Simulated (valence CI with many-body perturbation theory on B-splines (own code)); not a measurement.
The numbers below are computed, except where a source is named.
A CI+MBPT run for Au58+

The program does CI of the valence electrons with many-body perturbation theory for a frozen closed Dirac-Fock core.

Command, and the settings that its task file holds:

```sh
python run_cv.py task.json out
```

```
atom Au  Z=79  mass_number=197  rms_radius_fm=5.4371
core [Ar]
valence 3s3
avg = 1
basis = S
breit = 1
cap = 10000
capref = 1200
cscale = 1
de = 0.0
dress = 0
eps = 2e-08
extrap = 1
h = 0.27
hh = 1
l2 = 3
lcore = 6
maxit = 60
n2 = 5
natural = 1
nlev = 20
nno = [3, 3, 3, 3, 1]
nroot = 26
nsp = [3, 3, 2, 2, 0]
pt2 = 1
qed = 1
rpa = 1
s1 = 1
s2 = 1
s3 = 1
screen = 1
tol = 2e-05
whole = 1
```

Q: What became of the run, and why?

A: It gave no result: a shell was given more electrons than it holds. The program said: "a valence shell holds more than 4l+2 electrons".
